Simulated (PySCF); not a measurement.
C2H6BF2N, SMILES CNB(F)CF. Atoms are numbered in the order given.

```xyz
12

C     -0.7204     2.2286     0.0000
N     -0.6517     0.7822     0.0000
B      0.4907    -0.0249     0.0000
F      1.7326     0.5181     0.0000
C      0.3382    -1.6074     0.0000
F     -1.0143    -1.9770     0.0000
H      0.3048     2.6452     0.0000
H     -1.2467     2.6215     0.8973
H     -1.2467     2.6215    -0.8973
H     -1.5443     0.2809     0.0000
H      0.8352    -2.0584    -0.8912
H      0.8352    -2.0584     0.8912
```
Charge 0, spin multiplicity 1.

Geometry optimised at PBE-D3(BJ)/def2-SVP. This is a generated structure with no PubChem entry under its InChIKey; it may be hypothetical. The values are those of a single conformer.

The numbers are results of PBE-D3(BJ)/def2-SVP (PySCF), not measurements.

Frequencies are harmonic and unscaled.

```json
[
 {"mode": "1", "ν (cm⁻¹)": "105", "IR (km/mol)": "5.8", "moving atoms (share of kinetic energy)": "F 37 %, H 30 %, C 21 %, N 10 %"},
 {"mode": "2", "ν (cm⁻¹)": "146", "IR (km/mol)": "3.0", "moving atoms (share of kinetic energy)": "F 48 %, C 23 %, H 16 %"},
 {"mode": "3", "ν (cm⁻¹)": "152", "IR (km/mol)": "0.1", "moving atoms (share of kinetic energy)": "H 93 %"},
 {"mode": "4", "ν (cm⁻¹)": "163", "IR (km/mol)": "4.7", "moving atoms (share of kinetic energy)": "N 35 %, H 35 %, C 24 %"},
 {"mode": "5", "ν (cm⁻¹)": "241", "IR (km/mol)": "9.9", "moving atoms (share of kinetic energy)": "F 46 %, C 26 %, H 14 %, N 13 %"},
 {"mode": "6", "ν (cm⁻¹)": "401", "IR (km/mol)": "0.3", "moving atoms (share of kinetic energy)": "F 68 %, N 11 %, C 10 %"},
 {"mode": "7", "ν (cm⁻¹)": "454", "IR (km/mol)": "7.6", "moving atoms (share of kinetic energy)": "B 48 %, H 31 %, N 11 %"},
 {"mode": "8", "ν (cm⁻¹)": "546", "IR (km/mol)": "3.9", "moving atoms (share of kinetic energy)": "C 44 %, F 18 %, H 17 %, N 11 %, B 9 %"},
 {"mode": "9", "ν (cm⁻¹)": "658", "IR (km/mol)": "54.7", "moving atoms (share of kinetic energy)": "H 91 %"},
 {"mode": "10", "ν (cm⁻¹)": "741", "IR (km/mol)": "0.5", "moving atoms (share of kinetic energy)": "N 30 %, C 25 %, F 25 %, H 19 %"},
 {"mode": "11", "ν (cm⁻¹)": "854", "IR (km/mol)": "16.6", "moving atoms (share of kinetic energy)": "H 43 %, B 29 %, C 25 %"},
 {"mode": "12", "ν (cm⁻¹)": "1026", "IR (km/mol)": "86.0", "moving atoms (share of kinetic energy)": "C 50 %, F 37 %"},
 {"mode": "13", "ν (cm⁻¹)": "1060", "IR (km/mol)": "35.1", "moving atoms (share of kinetic energy)": "H 67 %, C 18 %"},
 {"mode": "14", "ν (cm⁻¹)": "1093", "IR (km/mol)": "2.7", "moving atoms (share of kinetic energy)": "C 28 %, N 27 %, H 24 %, B 18 %"},
 {"mode": "15", "ν (cm⁻¹)": "1104", "IR (km/mol)": "0.3", "moving atoms (share of kinetic energy)": "H 74 %, C 20 %"},
 {"mode": "16", "ν (cm⁻¹)": "1186", "IR (km/mol)": "53.6", "moving atoms (share of kinetic energy)": "H 50 %, B 23 %, C 11 %, N 8 %"},
 {"mode": "17", "ν (cm⁻¹)": "1193", "IR (km/mol)": "1.7", "moving atoms (share of kinetic energy)": "H 91 %"},
 {"mode": "18", "ν (cm⁻¹)": "1294", "IR (km/mol)": "33.0", "moving atoms (share of kinetic energy)": "H 63 %, C 23 %, B 12 %"},
 {"mode": "19", "ν (cm⁻¹)": "1368", "IR (km/mol)": "59.7", "moving atoms (share of kinetic energy)": "H 51 %, B 28 %, C 16 %"},
 {"mode": "20", "ν (cm⁻¹)": "1399", "IR (km/mol)": "11.0", "moving atoms (share of kinetic energy)": "H 94 %"},
 {"mode": "21", "ν (cm⁻¹)": "1409", "IR (km/mol)": "60.3", "moving atoms (share of kinetic energy)": "H 63 %, B 17 %, C 15 %"},
 {"mode": "22", "ν (cm⁻¹)": "1420", "IR (km/mol)": "5.6", "moving atoms (share of kinetic energy)": "H 97 %"},
 {"mode": "23", "ν (cm⁻¹)": "1427", "IR (km/mol)": "14.3", "moving atoms (share of kinetic energy)": "H 90 %"},
 {"mode": "24", "ν (cm⁻¹)": "1553", "IR (km/mol)": "265.7", "moving atoms (share of kinetic energy)": "N 40 %, B 37 %, H 21 %"},
 {"mode": "25", "ν (cm⁻¹)": "2940", "IR (km/mol)": "29.7", "moving atoms (share of kinetic energy)": "H 95 %"},
 {"mode": "26", "ν (cm⁻¹)": "2947", "IR (km/mol)": "63.7", "moving atoms (share of kinetic energy)": "H 97 %"},
 {"mode": "27", "ν (cm⁻¹)": "2984", "IR (km/mol)": "25.0", "moving atoms (share of kinetic energy)": "H 91 %, C 9 %"},
 {"mode": "28", "ν (cm⁻¹)": "3011", "IR (km/mol)": "27.4", "moving atoms (share of kinetic energy)": "H 90 %, C 10 %"},
 {"mode": "29", "ν (cm⁻¹)": "3079", "IR (km/mol)": "6.8", "moving atoms (share of kinetic energy)": "H 91 %, C 9 %"},
 {"mode": "30", "ν (cm⁻¹)": "3514", "IR (km/mol)": "33.0", "moving atoms (share of kinetic energy)": "H 93 %"}
]
```
